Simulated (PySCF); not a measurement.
# Bromine: a sound run and one with changed settings

Sound run: Br²⁺ [Ar] 3d10 4s2 4p3, Br³⁺ [Ar] 3d10 4s2 4p2. All numbers are calculated (PySCF 2.14, the spin-free X2C one-electron Hamiltonian (Gaussian nucleus), in x2c-TZVPall). In the sound run the correlated levels freeze [Ar] 3d10. The sound run starts from symmetry-adapted Hartree-Fock orbitals and uses a fine grid where one is needed.

Changed run: no relativity, point nucleus. This setting is unsound on purpose.

```json
{"species": "Br²⁺", "method": "UHF", "sound run (hartree)": "-2603.27663", "changed run (hartree)": "-2555.19671", "converged": "yes"}
{"species": "Br²⁺", "method": "PBE", "sound run (hartree)": "-2604.63744", "changed run (hartree)": "-2556.60078", "converged": "yes"}
{"species": "Br²⁺", "method": "M06-2X", "sound run (hartree)": "-2605.11475", "changed run (hartree)": "-2557.09098", "converged": "yes"}
{"species": "Br²⁺", "method": "MP2", "sound run (hartree)": "-2603.35540", "changed run (hartree)": "-2555.27674", "converged": "yes"}
{"species": "Br²⁺", "method": "CCSD(T)", "sound run (hartree)": "-2603.37252", "changed run (hartree)": "-2555.29473", "converged": "yes"}
{"species": "Br³⁺", "method": "UHF", "sound run (hartree)": "-2602.00322", "changed run (hartree)": "-2553.92405", "converged": "yes"}
{"species": "Br³⁺", "method": "PBE", "sound run (hartree)": "-2603.34647", "changed run (hartree)": "-2555.30976", "converged": "yes"}
{"species": "Br³⁺", "method": "M06-2X", "sound run (hartree)": "-2603.82617", "changed run (hartree)": "-2555.80349", "converged": "yes"}
{"species": "Br³⁺", "method": "MP2", "sound run (hartree)": "-2602.06280", "changed run (hartree)": "-2553.98480", "converged": "yes"}
{"species": "Br³⁺", "method": "CCSD(T)", "sound run (hartree)": "-2602.08030", "changed run (hartree)": "-2554.00352", "converged": "yes"}
```

Ionisation energy of Br²⁺:

| method | sound run (eV) | changed run (eV) |
| --- | --- | --- |
| UHF | 34.651 | 34.631 |
| PBE | 35.129 | 35.131 |
| M06-2X | 35.064 | 35.034 |
| MP2 | 35.173 | 35.155 |
| SCS-MP2 | 35.018 | 35.000 |
| CCSD | 35.137 | 35.109 |
| CCSD(T) | 35.163 | 35.136 |

Most of the change in total energy is the relativistic energy itself. On top of that the contraction fixes the core shape for the Hamiltonian it was made with, so the changed run is not a good calculation with the other Hamiltonian either.

For comparison, NIST gives 34.871 ± 0.019 eV between the lowest levels.
